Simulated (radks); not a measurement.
The numbers below are computed, except where a source is named.
Initial-state core-level shifts of the zinc ion Zn+ when its valence configuration changes from [Ar] 3d10 4s1. Code: a radial shooting solver on a logarithmic mesh with Libxc functionals. Model: Dirac Kohn-Sham, PBE, spin-unpolarised, spherical densities, point nucleus; open shells fill j = l - 1/2 first. Shifts are changes of the shell-averaged eigenvalues in eV (positive: less bound).

| valence | 1s | 2s | 3s | 3p |
|---|---|---|---|---|
| 3d9.5 4s1.5 | -3.639 | -4.041 | -3.594 | -3.506 |
| 3d9 4s1 4p1 | -9.360 | -10.136 | -9.178 | -8.990 |
| 3d9 4s2 | -7.618 | -8.477 | -7.448 | -7.262 |
| 3d10 4s0.5 4p0.5 | -0.910 | -0.856 | -0.909 | -0.910 |
| 3d10 4p1 | -1.788 | -1.680 | -1.787 | -1.788 |
| 3d8 4s1 4p2 | -19.784 | -21.594 | -19.038 | -18.623 |
| 3d7 4s1 4p3 | -31.286 | -34.349 | -29.505 | -28.842 |
| 3d9.5 4s1 4p0.5 | -4.539 | -4.893 | -4.490 | -4.402 |
| 3d7.5 4s1.5 4p2 | -24.617 | -27.055 | -23.429 | -22.895 |
